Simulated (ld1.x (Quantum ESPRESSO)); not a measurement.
## samarium (Sm): ultrasoft pseudisation with PBE, scalar-relativistic reference atom.

| Property | Result |
| --- | --- |
| Element | samarium |
| Generator | ld1.x (Quantum ESPRESSO) 7.5 |
| Type | ultrasoft |
| Functional | PBE |
| Relativity | scalar-relativistic |
| Frozen core | [Kr] 4d10 |
| Valence charge | 16 |
| Reference configuration | 4f6 5s2 5p6 5d1 6s1 6p0 |
| Partial waves | 5s (bound): rcut 2.24, rcutus 2.92 bohr; 6s (bound): rcut 2.24, rcutus 2.92 bohr; 5p (bound): rcut 3.36, rcutus 4.10 bohr; 6p (bound, empty): rcut 3.36, rcutus 4.10 bohr; 5d (bound): rcut 2.30, rcutus 2.98 bohr; 5d channel at 0.55 Ry: rcut 2.30, rcutus 2.98 bohr; 4f (bound): rcut 1.30, rcutus 1.74 bohr; 4f channel at 0.2 Ry: rcut 1.30, rcutus 1.74 bohr |
| Local potential | all-electron potential smoothed inside 2.30 bohr (lloc = -1) |
| Core correction | none |
| Augmentation charge | PSQ, inside the norm-conserving radii |

All-electron outer shells of the reference configuration (PBE, scalar-relativistic, ld1.x):

```csv
shell,level (eV),outermost node (bohr),outermost maximum (bohr)
4p,-246.51,0.30,0.56
4d,-127.82,0.28,0.59
5s,-42.17,0.69,1.27
5p,-22.21,0.73,1.43
6s,-3.22,1.71,3.75
4f,-1.47,–,0.61
5d,-1.13,0.84,2.25
6p,-1.06,2.08,5.26
```

Calculated quality:

```
Configuration tests                       : test run stopped at test 4 of 7 (negative rho), 1 before it not solved; not counted: 4f6 5s2 5p6 5d0 6s0 6p0 (solver errors, printed error -1952 eV)
Lowest eigenvalue of the overlap operator : -0.01 (s channel); it is negative, so in a basis up to 400 Ry S is not positive definite and the file is unfit for use
Density cutoff estimated by the generator : 327 Ry
```

The ghost test of this file was not conclusive. Its overlap operator is not positive definite in a basis up to 400 Ry (lowest eigenvalue s -0.01), so the file is unfit for use: the generalised eigenproblem breaks down once the basis is large enough, and its test numbers describe a broken file.

Generation and tests took about 2.8 s on one core of a shared server CPU.
